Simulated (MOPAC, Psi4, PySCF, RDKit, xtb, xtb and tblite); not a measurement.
Two geometries of SMILES c1c(cccc1)Oc1ccccc1, relaxed at GFN2-xTB with one dihedral held; other torsions can differ between them too.

Structure A

```
23

C      3.8766     0.5980     0.1973
C      2.9547     1.6127     0.0064
C      1.6152     1.3215    -0.1776
C      1.1918    -0.0033    -0.1760
O     -0.1205    -0.3751    -0.2972
C     -1.0028     0.3983    -1.0065
C     -2.3141     0.4520    -0.5450
C     -3.2665     1.1576    -1.2555
C     -2.9221     1.8138    -2.4255
C     -1.6195     1.7487    -2.8903
C     -0.6588     1.0417    -2.1909
C      2.1161    -1.0242     0.0276
C      3.4506    -0.7200     0.2141
H      4.9206     0.8334     0.3377
H      3.2766     2.6437     0.0046
H      0.8965     2.1175    -0.3088
H     -2.5662    -0.0665     0.3670
H     -4.2821     1.1979    -0.8909
H     -3.6664     2.3687    -2.9761
H     -1.3466     2.2467    -3.8089
H      0.3538     0.9776    -2.5626
H      1.7672    -2.0450     0.0389
H      4.1622    -1.5173     0.3691
```

Structure B

```
23

C      3.6687     0.6867     0.7567
C      2.4992     0.8221     1.4879
C      1.2922     0.4216     0.9523
C      1.2435    -0.1375    -0.3237
O     -0.0027    -0.4699    -0.7773
C     -0.1758    -1.0293    -2.0226
C      0.4235    -2.2334    -2.3772
C      0.1591    -2.7917    -3.6144
C     -0.7054    -2.1641    -4.4956
C     -1.3146    -0.9748    -4.1330
C     -1.0524    -0.4042    -2.9009
C      2.4117    -0.2488    -1.0687
C      3.6156     0.1581    -0.5202
H      4.6124     0.9996     1.1767
H      2.5266     1.2479     2.4799
H      0.3719     0.5220     1.5063
H      1.0826    -2.7282    -1.6787
H      0.6274    -3.7258    -3.8876
H     -0.9081    -2.6048    -5.4600
H     -1.9954    -0.4856    -4.8136
H     -1.5202     0.5214    -2.6027
H      2.3821    -0.6370    -2.0761
H      4.5187     0.0640    -1.1054
```

Problem. Which is lower in energy at the level PBE0-D3(BJ)/def2-SVP // GFN2-xTB (Psi4), and by how much?

Solution. A is lower, by 2.78 kJ/mol (dihedral C3–C4–O5–C6: 30° in A, 180° in B).

E(B) − E(A) in kJ/mol at the other levels, on the same two geometries: GFN2-xTB (xtb and tblite) 4.02; MMFF94 // GFN2-xTB (RDKit) 3.36; PBE0/def2-SVP // GFN2-xTB (Psi4) 2.61; PBE/def2-SVP // GFN2-xTB (Psi4) 2.77; PBE-D3(BJ)/def2-SVP // GFN2-xTB (Psi4) 2.96; UFF // GFN2-xTB (RDKit) 6.46; PM3, restricted, heats of formation // GFN2-xTB (MOPAC) 1.23; PM6, restricted, heats of formation // GFN2-xTB (MOPAC) 1.75; GFN1-xTB // GFN2-xTB (xtb) 3.12; restricted B3LYP/6-31G*, spherical d, density fitting // GFN2-xTB (PySCF) 2.41; restricted Hartree-Fock/STO-3G // GFN2-xTB (PySCF) 2.93; restricted B3LYP/3-21G, density fitting // GFN2-xTB (PySCF) 2.42; restricted Hartree-Fock/6-31G*, spherical d, density fitting // GFN2-xTB (PySCF) 1.62.
